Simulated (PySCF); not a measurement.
C₈H₉O (doublet state).
Structure used (GFN2-xTB), in Å, numbered top down from 1:
```
atom  x, y, z in Å
O1     3.519    1.234   -0.660
C2     2.509    0.557   -0.489
C3     1.238    0.711   -1.132
C4     0.281   -0.306   -0.644
C5    -0.948    0.325   -0.003
C6    -2.130    0.700   -0.844
C7    -2.220   -0.463    0.097
C8     1.114   -1.084    0.343
C9     2.350   -0.597    0.428
H10    0.993    1.482   -1.840
H11   -0.061   -0.951   -1.463
H12   -0.698    0.978    0.824
H13   -2.665    1.605   -0.601
H14   -2.088    0.496   -1.903
H15   -2.239   -1.456   -0.325
H16   -2.815   -0.361    0.991
H17    0.702   -1.912    0.892
H18    3.150   -0.952    1.052
```

The hyperfine couplings belong to this conformer and change with its torsions.

The species is `O=C1[CH][C@H](C2CC2)C=C1` [radical].

Computed, not measured: UKS B3LYP, pcH-1 on C H O, non-relativistic, mean-field spin-orbit, GIAO (PySCF 2.14.0). Isolated species at its GFN2-xTB geometry (one conformer only). Couplings are sensitive to structure, and on GFN2-xTB geometries they can be far from those on DFT ones. No stability test was run, so a lower SCF solution isn't excluded.

Largest spin populations (Mulliken): C3 (+0.84), O1 (+0.28) and C2 (-0.11). The positive populations add up to 1.21 and the negative ones to -0.21, together 2S = 1. The angles at C3 add up to 359.9°, so it is planar; its axial dipolar tensor and the negative coupling of its proton fit spin in a p orbital normal to that plane.

Problem. McConnell's relation a(H) = Q·ρ ties the coupling of a proton on a planar π carbon to the spin population of that carbon. What Q do the computed values give?

Solution. 
```tsv
H	C	ρ(C)	a(H) (G)	a/ρ (G)
H10	C3	+0.840	-18.63	-22.2
```

One proton gives one ratio, Q = -22.2 G, and no test of linearity. In every row coupling and population have opposite signs.

Couplings in gauss use g_iso = 2.0047.

Time: 1.8 min (with the writing of density and orbital grids); peak memory 1.1 GiB. Hardware: one thread of an Arm Neoverse V1, shared host with 32 logical CPUs at a one-minute load of 10.
